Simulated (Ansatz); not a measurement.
Consider the hydrogenolysis of a P–N bond: `[SiH3]P[NH][GaH2]` + H₂ → `[SiH3]P` + `[NH2][GaH2]`.

Gas-phase electronic energies from Ansatz, PBE0-D4/def2-TZVP geometries. CCSD(T)/CBS adds triple-zeta CCSD(T) − MP2 to the extrapolated MP2 energy (def2 sets, frozen cores). This one scheme is used for every species. DFT in def2-TZVPP. For Ga outer-core shells are correlated without core-valence functions, which leaves a few kJ/mol of doubt a bond. Scalar relativity is left out up to krypton. One conformer a species, not always the lowest.

```tsv
level	ΔE (kJ/mol)
r2SCANh-D4	-50.5
ωB97M-V	-49.7
revPBE	-60.1
HF/def2-SVP	-76.8
```

Task: What does CCSD(T)/CBS give? (An estimate is asked.)

Result: Ansatz gave: -48.2 kJ/mol. The listed levels differ from it by -2.3, -1.5, -11.9, -28.6 kJ/mol.

Largest T1 diagnostic among the species: 0.015.

In def2-TZVPP, CCSD(T) changes the Hartree–Fock value by +18.5 kJ/mol (the triples alone add +5.3 kJ/mol) and MP2 by +24.5 kJ/mol. From r2SCAN to r2SCAN0 (25 % exact exchange), in def2-TZVPP and without D4, ΔE moves by −3.3 kJ/mol.

CCSD(T)/CBS has its own doubt, a few kJ/mol and more with outer-core shells, so smaller differences from it don't rank the levels.
